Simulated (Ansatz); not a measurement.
Two isomers of CH7AlSi2: A = `C[SiH]1[AlH][SiH2]1`, B = `[SiH3][SiH]1[CH2][AlH]1`.

Calculated with Ansatz (gas phase, PBE0-D4/def2-TZVP geometries, no zero-point term in ΔE). CCSD(T)/CBS adds triple-zeta CCSD(T) − MP2 to the extrapolated MP2 energy (def2 sets, frozen cores). Functionals use def2-TZVPP. B3LYP here is the variant with VWN-RPA as its local correlation; programs differ in this.

A:

```xyz
11

C     0.076   -0.491    2.017
Si   -0.261   -0.415    0.171
Al    0.669   -0.720   -2.018
Si   -0.296    1.380   -1.311
H    -0.746   -0.035    2.573
H     0.186   -1.527    2.343
H     0.995    0.047    2.256
H    -1.543   -1.123   -0.181
H     1.363   -1.601   -3.143
H     0.966    2.162   -1.096
H    -1.410    2.325   -1.610
```

B:

```xyz
11

Si   -1.123   -0.639   -1.528
Si    0.252   -0.817    0.337
C     0.194    0.789    1.415
Al    1.915    0.802    0.504
H    -0.771   -1.648   -2.563
H    -2.572   -0.779   -1.207
H    -0.918    0.718   -2.114
H     0.112   -2.118    1.052
H     0.322    0.569    2.481
H    -0.647    1.472    1.293
H     3.235    1.652    0.330
```

Which is lower in electronic energy at CCSD(T)/CBS, and by how much? (Estimate.)

Computed: A, by 28.8 kJ/mol.

Give E(B) − E(A) in kJ/mol with CCSD/def2-TZVPP, ωB97M-V, B2PLYP, r2SCAN-D4, B3LYP, PBE-D4, LDA (SPW92). (Best estimate.)

Ansatz gave: CCSD/def2-TZVPP 27.5, ωB97M-V 25.3, B2PLYP 27.4, r2SCAN-D4 35.2, B3LYP 28.7, PBE-D4 42.0, LDA (SPW92) 44.4. None reverses the order clearly.

Does the order hold for the free energy at 298.15 K (harmonic terms from PBE0-D4)? (Estimate.)

Ansatz gave: Yes: G(B) − G(A) = +20.2 kJ/mol. Modes under 60 cm⁻¹, often nearly free rotors, make the harmonic entropy too high.

Largest T1 diagnostic: 0.014.

Leaving LDA and LC-ωPBE aside and taking each functional with its dispersion term where it has one, the values, not all of them listed here, spread over 19.0 kJ/mol, from CAM-B3LYP-D4 to PBE-D4. In def2-TZVPP, CCSD(T) changes the Hartree–Fock value by +10.3 kJ/mol (the triples alone add +2.1 kJ/mol) and MP2 by +6.3 kJ/mol.
